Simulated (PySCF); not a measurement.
SMILES F[Si](F)(F)[SiH2]C[SiH3] (GFN2-xTB optimised geometry):

```
14

F      3.395     0.544     0.000
Si     1.801     0.544     0.000
F      1.489     2.108     0.000
F      1.485     0.161     1.515
Si     0.802    -0.720    -1.610
C     -0.901     0.001    -2.036
Si    -2.149     0.076    -0.592
H      0.662    -2.108    -1.143
H      1.655    -0.754    -2.812
H     -1.336    -0.584    -2.847
H     -0.772     1.010    -2.431
H     -2.415    -1.286    -0.125
H     -3.395     0.679    -1.075
H     -1.588     0.886     0.489
```

Calculation: CAM-B3LYP/def2-TZVP in PySCF.

**Question.** What are the frontier orbital energies and the dipole moment?

**Answer.** HOMO-2 -11.26 eV, HOMO-1 -10.84 eV, HOMO -10.58 eV, LUMO 0.05 eV, LUMO+1 0.32 eV; dipole moment 3.79 D.

On the same geometry PBE/def2-TZVP run with PySCF gives HOMO-2 -8.48 eV, HOMO-1 -8.13 eV, HOMO -7.98 eV, LUMO -1.80 eV, LUMO+1 -1.61 eV; dipole moment 3.60 D.

Meta-Löwdin charges at CAM-B3LYP/def2-TZVP: F1 -0.50, Si2 1.44, F3 -0.50, F4 -0.50, Si5 0.37, C6 -0.67, Si7 0.52, H8 -0.08, H9 -0.08, H10 0.14, H11 0.14, H12 -0.10, H13 -0.10, H14 -0.10.
